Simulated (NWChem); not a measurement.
System: BNH, doublet; SMILES [B]=N

NWChem input:

```
start job
memory heap 200 mb stack 900 mb global 1100 mb
geometry units angstroms noautoz
  B      0.000000     0.000000     0.834948
  N      0.000000     0.000000    -0.398595
  H      0.000000     0.000000    -1.391183
end
basis spherical
  B library 6-311++g**
  N library 6-311++g**
  H library 6-311++g**
end
dft
  odft
  mult 2
  xc b3lyp
  iterations 150
  mulliken
end
task dft energy
```

Excerpt of the output:

```
             Northwest Computational Chemistry Package (NWChem) 7.3.0
             --------------------------------------------------------

 ORDER OF PRIMARY AXIS IS BEING SET TO 4
 C4V symmetry detected

                             Geometry "geometry" -> ""
                             -------------------------

 Output coordinates in angstroms (scale by  1.889725989 to convert to a.u.)

  No.       Tag          Charge          X              Y              Z
 ---- ---------------- ---------- -------------- -------------- --------------
    1 B                    5.0000     0.00000000     0.00000000     0.83545631
    2 N                    7.0000     0.00000000     0.00000000    -0.39808669
    3 H                    1.0000     0.00000000     0.00000000    -1.39067469

 Effective nuclear repulsion energy (a.u.)      19.9350995060

      Symmetry information
      --------------------

 Group name             C4v
 Group number             18
 Group order               8
 No. of unique centers     3

                                 NWChem DFT Module
                                 -----------------

 Summary of "ao basis" -> "ao basis" (spherical)
 ------------------------------------------------------------------------------
       Tag                 Description            Shells   Functions and Types
 ---------------- ------------------------------  ------  ---------------------
 B                         6-311++g**               10       22   5s4p1d
 N                         6-311++g**               10       22   5s4p1d
 H                         6-311++g**                5        7   4s1p

      Symmetry analysis of basis
      --------------------------

        a1         25
        a2          0
        b1          2
        b2          2
        e          22

            General Information
            -------------------
          SCF calculation type: DFT
          Wavefunction type:  spin polarized.
          No. of atoms     :     3
          No. of electrons :    13
           Alpha electrons :     7
            Beta electrons :     6
          Charge           :     0
          Spin multiplicity:     2
          Use of symmetry is: on ; symmetry adaption is: on
          Maximum number of iterations: 150
          AO basis - number of functions:    51
                     number of shells:    25
          Convergence on energy requested:  1.00D-06
          Convergence on density requested:  1.00D-05
          Convergence on gradient requested:  5.00D-04

              XC Information
              --------------
                         B3LYP Method XC Potential
                     Hartree-Fock (Exact) Exchange  0.200
                        Slater Exchange Functional  0.800 local
                    Becke 1988 Exchange Functional  0.720 non-local
              Lee-Yang-Parr Correlation Functional  0.810
                  VWN I RPA Correlation Functional  0.190 local

             Grid Information
             ----------------
          Grid used for XC integration:  medium
          Radial quadrature: Mura-Knowles
          Angular quadrature: Lebedev.
          Tag              B.-S. Rad. Rad. Pts. Rad. Cut. Ang. Pts.
          ---              ---------- --------- --------- ---------
          B                   0.85       49          12.0       434
          N                   0.65       49          10.0       434
          H                   0.35       45          12.0       434
          Grid pruning is: on
          Number of quadrature shells:   143
          Spatial weights used:  Erf1

      Superposition of Atomic Density Guess
      -------------------------------------

 Sum of atomic energies:         -79.34120244

      Non-variational initial energy
      ------------------------------

 Total energy =     -79.899879
 1-e energy   =    -145.312511
 2-e energy   =      45.477532
 HOMO         =      -0.262991
 LUMO         =       0.046532

   Symmetry analysis of molecular orbitals - initial alpha
   -------------------------------------------------------

 !! scf_movecs_sym_adapt:    4 vectors were symmetry contaminated

  Symmetry fudging

 !! scf_movecs_sym_adapt:    4 vectors were symmetry contaminated

  Numbering of irreducible representations:

     1 a1          2 a2          3 b1          4 b2          5 e

  Orbital symmetries:

     1 a1          2 a1          3 a1          4 a1          5 e
     6 e           7 a1          8 a1          9 e          10 e
    11 a1         12 a1         13 e          14 e          15 a1
    16 e          17 e

   Symmetry analysis of molecular orbitals - initial beta
   ------------------------------------------------------

 !! scf_movecs_sym_adapt:    4 vectors were symmetry contaminated

  Symmetry fudging

 !! scf_movecs_sym_adapt:    4 vectors were symmetry contaminated

  Numbering of irreducible representations:

     1 a1          2 a2          3 b1          4 b2          5 e

  Orbital symmetries:

     1 a1          2 a1          3 a1          4 a1          5 e
     6 e           7 a1          8 a1          9 e          10 e
    11 a1         12 a1         13 e          14 e          15 a1
    16 e          17 e

     ---------------------------------------------
      Total Density - Mulliken Population Analysis
     ---------------------------------------------

    Atom       Charge   Shell Charges
 -----------   ------   -------------------------------------------------------
    1 B    5     4.54   1.13  0.86  0.28  0.70  0.57  0.63  0.19  0.07  0.00  0.09
    2 N    7     7.79   1.09  0.90  0.86  0.93  2.03  0.60  1.36 -0.06  0.07  0.01
    3 H    1     0.67   0.21  0.35  0.06 -0.00  0.05

     --------------------------------------------
      Spin Density - Mulliken Population Analysis
     --------------------------------------------

[...]
```

Level: B3LYP/6-311++G** (spherical d), spin-unrestricted. Coordinates come from a PBE0-D3(BJ)/def2-TZVP, spin-unrestricted optimisation. No stability test was run on the SCF state.
